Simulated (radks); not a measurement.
Results of a calculation; reference values are marked as such.
Task: These are the eigenvalues of the occupied orbitals of an atom or ion with whole-number occupations (hartree). Level of theory: scalar-relativistic Kohn-Sham, r2SCAN, spin-polarised, spherical densities, finite nucleus; meta-GGA in the generalised Kohn-Sham scheme; Fermi nuclear charge, rms radius of each element as measured or else 0.836 A^(1/3) + 0.57 fm (a radial shooting solver on a logarithmic mesh with Libxc functionals).

| orbital | eigenvalue |
|---|---|
| 1s up | -341.8136 |
| 1s down | -341.7214 |
| 2s up | -54.81695 |
| 2s down | -54.78079 |
| 2p up | -49.44085 |
| 2p down | -49.35516 |
| 3s up | -17.39377 |
| 3s down | -17.09126 |
| 3p up | -15.68368 |
| 3p down | -15.38087 |

Which element is it, and in what charge state? The configuration may be excited. Open shells, if any, are filled with parallel spins first.

Result: Z = 29, copper, charge +13: Cu13+ in [Ne] 3s2 3p4. The list shows which subshells hold electrons but not how many an open one holds; the 1s level, -341.81 hartree, gives Z - s = 26.1 by -(Z - s)^2/2, which with screening and relativity narrows Z to a few neighbours, and the depths of the outer levels then fix element, charge and occupations together.
